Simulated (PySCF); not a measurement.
CCl2F, charge +1, multiplicity 1. Atoms are numbered in the order given.

```xyz
4

F      0.0000     0.0000     1.5683
C      0.0000     0.0000     0.3030
Cl     0.0000     1.4517    -0.4686
Cl     0.0000    -1.4517    -0.4686
```
Charge +1, spin multiplicity 1.

Coordinates come from a B3LYP-D3(BJ)/def2-SVP optimisation. The spin state was assumed, not searched. The isomer is the one that the SMILES or the coordinates give; other isomers of the formula were not compared.

Method: PBE/pcSseg-2 (PySCF).

GIAO shieldings, no solvent; atoms alike by connectivity are averaged. δ = σ(ref) − σ: ¹⁹F against CFCl3 (σ = 132.0 ppm); ¹³C against TMS (σ = 181.4 ppm); ³⁵Cl against HCl (σ = 936.5 ppm), references at their B3LYP-D3(BJ)/def2-TZVP geometries, non-relativistic (without spin–orbit terms, shifts of atoms bonded to Cl or Br come out too high).

```json
[
 {"atoms": "F1", "nucleus": "¹⁹F", "count": "1", "δ (ppm)": "(withheld)"},
 {"atoms": "C2", "nucleus": "¹³C", "count": "1", "δ (ppm)": "227.7"},
 {"atoms": "Cl3, Cl4", "nucleus": "³⁵Cl", "count": "2", "δ (ppm)": "761.2"}
]
```

Q: What belongs in the gaps? (Estimate from the structure and the level; the computed values follow.)

A: 
- F1, δ (ppm): 187.5
